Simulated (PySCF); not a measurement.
## Multinuclear NMR of C5H9OP

Numbering as in the mapped SMILES `[CH2:1]=[CH:2][P@@:3]1(=[O:4])[CH2:5][C@@H:6]1[CH3:7]`; H(Xn) means a hydrogen on atom n. Ha(C5) is cis to C7 on the ring; Ha(C1) is cis to P3; Hb(C5) is trans to C7 on the ring; Hb(C1) is trans to P3.

[PySCF 2.14: shielding tensors at PBE0/pcSseg-1 (GIAO); GFN2-xTB geometry; one computed conformer; non-relativistic; gas phase; equivalent nuclei averaged]

Task: Predict the 31P NMR data.

Result: 
```tsv
atoms	environment	σ (ppm)	δ (ppm)
P3	phosphorus bonded to 3 C, O, in a 3-membered ring	391.0	-53.8
```

Shieldings were converted by a linear fit to measured shifts: 31P: δ = 270.09 − 0.828σ (rms 18.1 ppm, 64 shifts vs H3PO4, solution or neat liquid). Occasional misses reach two or three times the rms, and more in compound classes unlike the fitted ones.

On a 600 MHz spectrometer 31P resonates near 242.9 MHz, so 1 ppm is 242.9 Hz.

Task: Predict the 17O NMR data.

Result: 
```
atoms  environment  σ (ppm)  δ (ppm)
   O4   P=O oxygen    330.4    -34.3
```

Shieldings were converted by a linear fit to measured shifts: 17O: δ = 266.70 − 0.911σ (rms 10.7 ppm, 155 shifts, 12.2 ppm with the 3 outliers that the fit left out vs liquid water, solution or neat liquid). Occasional misses reach two or three times the rms, and more in compound classes unlike the fitted ones.

On a 600 MHz spectrometer 17O resonates near 81.3 MHz, so 1 ppm is 81.3 Hz.
